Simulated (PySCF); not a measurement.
# What a mistake does to a calculation on C2H8NSi

These are calculations, not measurements. They come from PySCF 2.14.0, an open-source quantum chemistry program, on an isolated molecule that a program drew, which may never have been made. The molecule is C2H8NSi (charge 0, doublet), drawn as the SMILES string `C[SiH]CN`.

Each row is a Hartree-Fock (HF) and frozen-core CCSD(T) single point in the cc-pV(D+d)Z basis, meant for a local HF minimum. Run 1 is clean. Each other run has one planted mistake out of seven kinds, and not every kind appears here: one electron removed, one electron added, multiplicity raised by two, geometry at a saddle point, minimal basis STO-3G, one bond length entered in bohr, all coordinates scaled. The reference is restricted for singlets and unrestricted otherwise, and also for a bond in bohr. Adding or removing an electron swaps singlet and doublet. Electrons count all cores. HOMO and LUMO are orbital energies over both spins, the gradient is its largest component, and the lowest frequency (negative if imaginary) is given only where the gradient is small. Bond lengths are over the 11 bonds as drawn. T1 is the CCSD diagnostic: over 0.02 (restricted) or 0.045 (unrestricted) a single reference is doubtful.

Geometry of the clean run:
```xyz
12
C2H8NSi, angstrom
C    -0.5678   -1.7134   -0.2481
Si    0.7352   -0.5985    0.5484
C    -0.0435    0.6483    1.7634
N    -1.0425    1.5713    1.2139
H    -1.3108   -1.1298   -0.7980
H    -1.0924   -2.3014    0.5127
H    -0.1046   -2.4102   -0.9510
H     1.7526   -1.4287    1.2522
H     0.7500    1.2374    2.2322
H    -0.5091    0.0927    2.5859
H    -1.8133    1.0602    0.8175
H    -0.6464    2.1053    0.4581
```

| run | electrons | basis functions | <S^2> | HOMO (eV) | LUMO (eV) | gradient (hartree/bohr) | lowest frequency (cm^-1) | mean bond (Å) | longest bond (Å) | T1 | HF (hartree) | CCSD(T) (hartree) | mistake |
|---|---|---|---|---|---|---|---|---|---|---|---|---|---|
| 1 | 41 | 105 | 0.753 | -8.40 | 1.96 | 2.0e-05 | 87 | 1.2945 | 1.907 | 0.0103 | -423.74221 | -424.36354 | no fault |
| 2 | 41 | 105 | 0.753 | -8.31 | 2.07 | 1.8e-02 | - | 1.2673 | 1.867 | 0.0101 | -423.73725 | -424.35407 | all coordinates scaled |
| 3 | 40 | 105 | 0.000 | -14.99 | -6.37 | 6.1e-02 | - | 1.2945 | 1.907 | 0.0198 | -423.46981 | -424.08654 | one electron removed |
| 4 | 41 | 105 | 3.765 | -2.41 | 0.64 | 5.7e-02 | - | 1.2945 | 1.907 | 0.0301 | -423.52805 | -424.13987 | ? |
| 5 | 42 | 105 | 0.000 | 0.05 | 8.95 | 5.8e-02 | - | 1.2945 | 1.907 | 0.0104 | -423.70263 | -424.35647 | ? |

**Which mistake was planted in run 4, and what did it cost?**

Electrons, basis and geometry are unchanged, and <S^2> is 3.765, beside S(S+1) = 3.75 for a multiplicity of 4. So the mistake is: multiplicity raised by two. Subtracting run 1 and multiplying by 627.51 kcal/mol a hartree, the energy moved by 134.4 kcal/mol in HF and 140.4 kcal/mol in CCSD(T).

**Which mistake was planted in run 5, and what did it cost?**

It counts 42 electrons, one more than the clean run, at the same geometry and basis. So the mistake is: one electron added. Subtracting run 1 and multiplying by 627.51 kcal/mol a hartree, the energy moved by 24.8 kcal/mol in HF and 4.4 kcal/mol in CCSD(T).

Cautions from the logs. Run 5: the HOMO is above zero, so the electron isn't bound and the energy depends on the basis.
